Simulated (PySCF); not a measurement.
Structure with atom numbers: `[CH3:1][c:2]1[cH:3][cH:4][cH:5][cH:6][n+:7]1[O-:8]`. Each H is labelled by its parent atom.

Geometry: PBE0-D3(BJ)/def2-TZVP; GIAO absolute shieldings from PySCF 2.14, gas phase, non-relativistic, averaged over equivalent atoms.

At B97-2/pcSseg-2 (386 basis functions, 2.4 min wall time (4.6 min CPU) on 2 threads of an Intel Xeon, shared host):
| atoms | σ (ppm) |
| --- | --- |
| C2 | 26.9 |
| C6 | 39.3 |
| C3 | 53.2 |
| C5 | 55.7 |
| C4 | 61.1 |
| C1 | 164.0 |
| N7 | -73.4 |
| O8 | -125.5 |
| H(C6) | 23.33 |
| H(C3) | 24.25 |
| H(C5) | 24.41 |
| H(C4) | 24.66 |
| H(C1) | 29.23 |

**Question.** Estimate the result of repeating the calculation with wB97X-D/pcSseg-2.

**Answer.** 
| atoms | σ at wB97X-D/pcSseg-2 | change |
| --- | --- | --- |
| C2 | 22.8 | -4.1 |
| C6 | 35.4 | -3.9 |
| C3 | 49.5 | -3.7 |
| C5 | 52.2 | -3.5 |
| C4 | 56.6 | -4.5 |
| C1 | 165.0 | +1.0 |
| N7 | -84.6 | -11.2 |
| O8 | -109.9 | +15.6 |
| H(C6) | 23.18 | -0.15 |
| H(C3) | 24.18 | -0.07 |
| H(C5) | 24.32 | -0.09 |
| H(C4) | 24.52 | -0.14 |
| H(C1) | 29.21 | -0.02 |

The largest change is at O8 (oxygen bonded to N). Cost: 386 basis functions, 3 min wall time (5.8 min CPU) on 2 threads of an Intel Xeon, shared host. The order of the carbon signals is the same at both levels.
